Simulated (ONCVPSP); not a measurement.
# Varying the ONCV potential for promethium (Pm)

Base potential:

promethium (Pm), optimised norm-conserving Vanderbilt (ONCV), made with ONCVPSP 4.0.1 (PBE, fully relativistic). Core [Kr] 4d10, reference 4f5 5s2 5p6 6s1 (charge +1). Waves: 5s+6s: rc 2.05 bohr, ncon 4, nbas 8, qcut 6.3 1/bohr, 2 projectors; 5p: rc 2.50 bohr, ncon 4, nbas 8, qcut 6.8 1/bohr, 2 projectors, debl 1.7 Ha; d scattering state at 0.04 Ha: rc 2.65 bohr, ncon 4, nbas 7, qcut 3.8 1/bohr, 1 projector; 4f: rc 1.45 bohr, ncon 3, nbas 7, qcut 10.4 1/bohr, 1 projector. Local part: polynomial inside 0.95 bohr (lpopt 5, dvloc0 0 Ha). Core correction: Teter function, fcfact 3.75, rcfact 1.15.

Open shells are filled in proportion to 2j + 1.

In the d channel the program set the typed energies aside and used 0.050 Ha (j = l + 1/2; the other j can differ).

All-electron outer shells of the reference configuration (PBE, scalar-relativistic, ld1.x):

```csv
shell,level (eV),outermost node (bohr),outermost maximum (bohr)
5s,-47.94,0.70,1.29
5p,-28.72,0.75,1.46
6s,-8.31,1.73,3.50
4f,-8.15,–,0.64
```

Cutoffs, loose and tight: the cutoffs (Ha) at which the residual kinetic energy of the hardest occupied pseudo-wave falls to 1 and 0.1 mHa per electron. They do not see the model core or the augmentation charge, which bear on the density cutoff. Test errors are all-electron minus pseudo excitation energies from the reference, over the configurations 4f5 5s2 5p6 6s2; 4f5 5s2 5p6 6s0; 4f4 5s2 5p6 6s0; 4f6 5s2 5p6 6s0. A dash means not determined; rows that change the core or the reference have their own tests.

A true bound ghost makes a file unfit for plane-wave use even where its test errors are small: the radial tests pick states by their node count and pass the ghost by.

| change | outcome | cutoff, loose | cutoff, tight | bound ghosts | GHOST(+) flags above zero | largest test error (meV) |
| --- | --- | --- | --- | --- | --- | --- |
| base | generated, projector energies reset by the program | 49 Ha | 66 Ha | s, p3/2 | d5/2, p1/2, d3/2 | tests left out (the all-electron energies of this program are off by 10 to 40 meV for near-neutral 4f atoms) |
| core correction Teter function, fcfact 1.6, rcfact 1.15 | generated, projector energies reset by the program | 49 Ha | 66 Ha | s, p3/2 | d5/2, p1/2, d3/2 | tests left out (the all-electron energies of this program are off by 10 to 40 meV for near-neutral 4f atoms) |
| s: qcut 9.3 | failed: ERROR pspot: first pseudo wave function has node, program will stop | – | – | – | – | – |
| f: nproj 3 | generated, projector energies reset by the program | 49 Ha | 66 Ha | s, f7/2, f5/2, p3/2 | d5/2, f7/2, p1/2, d3/2, f5/2 | tests left out (the all-electron energies of this program are off by 10 to 40 meV for near-neutral 4f atoms) |
| f: ncon 4, nbas 8 | generated, projector energies reset by the program | 52 Ha | 117 Ha | s, p3/2 | d5/2, p1/2, d3/2 | tests left out (the all-electron energies of this program are off by 10 to 40 meV for near-neutral 4f atoms) |
| functional PBEsol | generated, projector energies reset by the program | 49 Ha | 66 Ha | s, p3/2 | d5/2, p1/2, d3/2 | tests left out (the all-electron energies of this program are off by 10 to 40 meV for near-neutral 4f atoms) |
| core correction Teter function, fcfact 3.75, rcfact 1.86 | generated, projector energies reset by the program | 49 Ha | 66 Ha | s, p3/2 | d5/2, p1/2, d3/2 | tests left out (the all-electron energies of this program are off by 10 to 40 meV for near-neutral 4f atoms) |
